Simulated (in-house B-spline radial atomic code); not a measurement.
The dysprosium ion Dy²⁺: [He] 2s2 (2p1/2)1 (2p3/2)4 3s2 3p6 3d10 4s2 (4p1/2)2 (4p3/2)3 4d10 4f10 5s2 5p6 6s2 (with a hole in an inner shell)

Level of theory: Dirac-Kohn-Sham PBE0, spherical fractional occupations, Fermi nucleus of rms radius 5.2218 fm; calculated with an all-electron radial atomic-structure program (B-spline basis).

Z_r = [3n² - l(l+1)]/(2<r>); Z_e = n√(-2ε); the last column is Slater's effective charge. Values are occupation-weighted means over j. An effective charge above Z reflects the relativistic contraction of the inner shells.

```
shell  electrons   ε (eV)  <r> (bohr)    Z_r    Z_e  Slater
   1s          2   -54077      0.0211  71.07  63.04   65.70
   2s          2  -9183.4     0.08873  67.62  51.96   62.20
   2p          5  -8113.4     0.07946  62.92  48.84   62.20
   3s          2  -2103.7      0.2314  58.34  37.30   55.60
   3p          6    -1801      0.2294  54.49  34.52   55.60
   3d         10    -1397       0.208  50.49  30.40   45.85
   4s          2  -451.52      0.5216  46.01  23.04   39.60
   4p          5  -350.65      0.5477  41.99  20.31   39.60
   4d         10  -203.89      0.5908  35.54  15.48   28.85
   5s          2   -81.17        1.24  30.25  12.21   13.60
   5p          6  -54.195       1.421  25.69   9.98   13.60
   4f         10  -40.457      0.7344  24.51   6.90   18.85
   6s          2  -19.357       3.072  17.58   7.16    4.85
```

The least bound orbital is 6s1/2 at -19.36 eV, and it is also the most diffuse (<r> = 3.072 bohr). The part-filled 2p shell lies below the filled 6s shell in orbital energy.

For the 1s electron the small component carries 6.08 % of the norm, the zero-frequency Breit interaction raises the level by 157.8 eV, self-energy by 100.8 eV, and vacuum polarisation lowers it by 16.93 eV.

Caution: exact exchange at fractional occupations of open shells leaves self-interaction of up to several eV.
